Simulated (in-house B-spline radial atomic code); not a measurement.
Relativistic effects in Fe3+, [Ar] 3d5: non-relativistic Hartree-Fock (point nucleus) against Dirac-Hartree-Fock (Fermi nucleus of rms radius 3.7377 fm), both averages of the configuration, computed with an all-electron radial atomic-structure program (B-spline basis).

```json
{"orbital": "1s1/2", "ε NR (Eh)": "-262.8", "ε Dirac (Eh)": "-265.23", "<r> NR (bohr)": "0.05911", "<r> Dirac (bohr)": "0.05842", "change of <r> (%)": "-1.2"}
{"orbital": "2s1/2", "ε NR (Eh)": "-33.379", "ε Dirac (Eh)": "?", "<r> NR (bohr)": "0.2685", "<r> Dirac (bohr)": "?", "change of <r> (%)": "?"}
{"orbital": "2p1/2", "ε NR (Eh)": "-28.858", "ε Dirac (Eh)": "-29.265", "<r> NR (bohr)": "0.2361", "<r> Dirac (bohr)": "0.2329", "change of <r> (%)": "-1.4"}
{"orbital": "2p3/2", "ε NR (Eh)": "-28.858", "ε Dirac (Eh)": "-28.799", "<r> NR (bohr)": "0.2361", "<r> Dirac (bohr)": "0.2358", "change of <r> (%)": "-0.1"}
{"orbital": "3s1/2", "ε NR (Eh)": "-5.5499", "ε Dirac (Eh)": "-5.6338", "<r> NR (bohr)": "0.8119", "<r> Dirac (bohr)": "0.8039", "change of <r> (%)": "-1.0"}
{"orbital": "3p1/2", "ε NR (Eh)": "-4.1116", "ε Dirac (Eh)": "?", "<r> NR (bohr)": "0.8498", "<r> Dirac (bohr)": "?", "change of <r> (%)": "?"}
{"orbital": "3p3/2", "ε NR (Eh)": "-4.1116", "ε Dirac (Eh)": "-4.1086", "<r> NR (bohr)": "0.8498", "<r> Dirac (bohr)": "0.8493", "change of <r> (%)": "-0.1"}
{"orbital": "3d3/2", "ε NR (Eh)": "-1.9755", "ε Dirac (Eh)": "-1.9674", "<r> NR (bohr)": "0.9741", "<r> Dirac (bohr)": "0.9758", "change of <r> (%)": "+0.2"}
{"orbital": "3d5/2", "ε NR (Eh)": "-1.9755", "ε Dirac (Eh)": "-1.961", "<r> NR (bohr)": "0.9741", "<r> Dirac (bohr)": "0.9792", "change of <r> (%)": "+0.5"}
```

Question: What happens to 3p1/2?

Answer: Its energy goes to -4.1704 hartree and <r> to 0.8412 bohr (-1.02 %).

Question: What happens to 2s1/2?

Answer: Its energy goes to -33.891 hartree and <r> to 0.2652 bohr (-1.22 %).

Question: What explains the pattern of contraction and expansion?

Answer: Expansion is seen in 3d3/2, 3d5/2. The s and p1/2 orbitals contract directly, screen the nucleus better, and so push out orbitals that have little density near the nucleus; spin-orbit coupling adds to this for j = l + 1/2 and opposes it for j = l - 1/2.

Question: By how much does the total energy change?

Answer: By -9.1003 hartree, from -1260.325 to -1269.426.
